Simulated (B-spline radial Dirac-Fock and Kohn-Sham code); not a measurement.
Two-hole binding energies of Zr⁴⁺

System: the Zr⁴⁺ ion in the configuration [Ar] 3d10 4s2 4p6, inside a Watson sphere of charge -4 and radius 2.7 Å (a model of the Madelung potential; inside it an electron's potential energy is raised by 21.3 eV).

Input of the calculation (task.json; shells as n, l, electrons):

```json
{"items": [{
  "Z": 40,
  "q": 4,
  "cfg": [[1, 0, 2], [2, 0, 2], [2, 1, 6], [3, 0, 2], [3, 1, 6], [3, 2, 10], [4, 0, 2], [4, 1, 6]],
  "A": 90,
  "rrms": 4.2694,
  "watson": [-4, 2.7],
  "do": ["binding", "quiet", "double"]
}]}
```

Launch: `python xray_run.py task.json out`

Method: multi-electron Dirac-Fock with separately optimised hole states, Breit and Lamb-shift corrections added in first order. Computed with a radial B-spline solver. U is the two-hole binding energy less the two single-hole energies, the effective repulsion of the holes after relaxation. Each two-hole energy is an average over J within one jj subconfiguration.

| holes | E(a) (eV) | E(b) (eV) | E(ab) (eV) | U (eV) |
| --- | --- | --- | --- | --- |
| 1s⁻² | 18031.5 | 18031.5 | 36674.2 | 611.2 |
| 1s⁻¹ 2p1/2⁻¹ | 18031.5 | 2342.9 | 20544.6 | 170.2 |
| 1s⁻¹ 2p3/2⁻¹ | 18031.5 | 2258.4 | 20451.5 | 161.5 |
| 1s⁻¹ 3d3/2⁻¹ | 18031.5 | 216.0 | 18293.3 | 45.9 |
| 2s⁻¹ 2p1/2⁻¹ | 2572.7 | 2342.9 | 5010.6 | 95.0 |
| 2s⁻¹ 3p1/2⁻¹ | 2572.7 | 381.6 | 3000.7 | 46.4 |
| 2p1/2⁻¹ 3s⁻¹ | 2342.9 | 467.8 | 2856.7 | 46.0 |
| 2s⁻¹ 3d5/2⁻¹ | 2572.7 | 213.6 | 2833.0 | 46.8 |
| 2p1/2⁻¹ 3p3/2⁻¹ | 2342.9 | 367.8 | 2757.6 | 46.8 |
| 2p1/2⁻¹ 3d5/2⁻¹ | 2342.9 | 213.6 | 2604.0 | 47.5 |
| 2p3/2⁻¹ 3d3/2⁻¹ | 2258.4 | 216.0 | 2522.1 | 47.7 |
| 3p1/2⁻¹ 3p3/2⁻¹ | 381.6 | 367.8 | 786.4 | 37.0 |
| 3p3/2⁻² | 367.8 | 367.8 | 773.1 | 37.5 |
| 3d3/2⁻¹ 3d5/2⁻¹ | 216.0 | 213.6 | ? | ? |

Q: Give the missing two-hole energy and U.

A: E(ab) = 468.8 eV and U = 39.3 eV.
